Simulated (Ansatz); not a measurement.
`N[SiH]([SiH3])BF` and `N[SiH]([SiH3])S` differ in one atom or group.

Ansatz, PBE0-D4/def2-TZVP geometries, multiplicity 1. Each molecule was computed in one conformer, which needn't be the lowest.

```csv
property,`N[SiH]([SiH3])BF`
size of the dipole moment (ωB97M-V/def2-TZVPP) / D,1.00
size of the dipole moment (B3LYP/def2-TZVPP) / D,1.00
HOMO–LUMO gap (PBE/def2-TZVPP) / eV,3.14
LUMO energy (PBE0/def2-TZVPP) / eV,-1.71
HOMO–LUMO gap (ωB97M-V/def2-TZVPP) / eV,9.35
HOMO energy (PBE/def2-TZVPP) / eV,-5.79
```

Problem. What does the change do to each property? (Estimate.)

Solution. The calculation gave: 
```tsv
property	`N[SiH]([SiH3])S`	shift
size of the dipole moment (ωB97M-V/def2-TZVPP) / D	1.04	0.04
size of the dipole moment (B3LYP/def2-TZVPP) / D	1.04	0.04
HOMO–LUMO gap (PBE/def2-TZVPP) / eV	4.74	1.60
LUMO energy (PBE0/def2-TZVPP) / eV	-0.28	1.43
HOMO–LUMO gap (ωB97M-V/def2-TZVPP) / eV	10.53	1.18
HOMO energy (PBE/def2-TZVPP) / eV	-5.85	-0.06
```

Dipoles are sizes alone; their direction can turn.

B3LYP here is the variant with VWN-RPA as its local correlation; programs differ in this.
